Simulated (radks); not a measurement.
Initial-state core-level shifts of the ruthenium ion Ru2+ when its valence configuration changes from [Kr] 4d6. Method: scalar-relativistic Kohn-Sham, PBE, spin-polarised, spherical densities, point nucleus; open shells are filled with parallel spins first (spin-orbit coupling, left out, can overturn this in heavy ions); computed with a radial shooting solver on a logarithmic mesh with Libxc functionals. Shifts are changes of the shell-averaged eigenvalues in eV (positive: less bound).

| valence | 2s | 2p | 3s | 3p |
|---|---|---|---|---|
| 4d5.5 5s0.5 | -2.381 | -2.371 | -2.319 | -2.319 |
| 4d5 5p1 | -6.051 | -6.028 | -5.936 | -5.935 |
| 4d4 5p2 | -12.818 | -12.768 | -12.500 | -12.499 |
| 4d4.5 5s1.5 | -7.693 | -7.664 | -7.461 | -7.462 |
| 4d5 5s1 | -4.856 | -4.836 | -4.720 | -4.721 |
| 4d3 5s1 5p2 | -18.754 | -18.681 | -18.151 | -18.150 |
| 4d2 5s2 5p2 | -25.308 | -25.214 | -24.348 | -24.347 |
| 4d4.5 5s0.5 5p1 | -8.813 | -8.779 | -8.595 | -8.595 |
| 4d4 5s0.5 5p1.5 | -12.243 | -12.195 | -11.916 | -11.915 |
